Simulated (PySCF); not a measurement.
# UHF on S⁺ (sulfur, charge +1)

Configuration: [Ne] 3s2 3p3, high-spin 4S determinant. Calculation: PySCF 2.14, in dyall-av3z (19s12p3d2f, 84 functions); scalar relativity by spin-free X2C-1e.

```
Total energy                        : -398.258898 hartree
One-electron energy                 : -544.4195 hartree
Hartree (Coulomb) energy            : 171.0628 hartree
Exchange energy                     : -24.9022 hartree
⟨S²⟩                                : 3.7509
⟨L²⟩                                : 0.000
Sum of ⟨r⟩                          : 12.73 bohr
Sum of ⟨r²⟩                         : 20.69 bohr²
Langevin diamagnetic susceptibility : -16.4 ×10⁻⁶ cm³/mol
```

| shell | electrons | mean orbital energy (eV) | rms radius, mean of both spins (bohr) |
| --- | --- | --- | --- |
| 1s α | 1 | -2523.6 | 0.112 |
| 1s β | 1 | -2522.7 | 0.112 |
| 2s α | 1 | -258.32 | 0.516 |
| 2s β | 1 | -257.45 | 0.516 |
| 2p α | 3 | -194.10 | 0.491 |
| 2p β | 3 | -192.48 | 0.491 |
| 3s α | 1 | -38.569 | 1.78 |
| 3s β | 1 | -29.189 | 1.78 |
| 3p α | 3 | -23.454 | 2.03 |

Densities and radii are taken from the X2C orbitals without a picture-change correction, which distorts them close to the nucleus.

Spin-orbit constants ζ (cm⁻¹) from the X2C one-electron operator on these orbitals: bare nucleus, nucleus screened by l(l+1)(2l+1)/3 electrons, and screened by the Breit-Pauli mean field of the electrons.

| shell | bare | screened nucleus | mean field |
| --- | --- | --- | --- |
| 2p | 7510 | 6571 | 6149 |
| 3p | 537.6 | 470.4 | 433.9 |
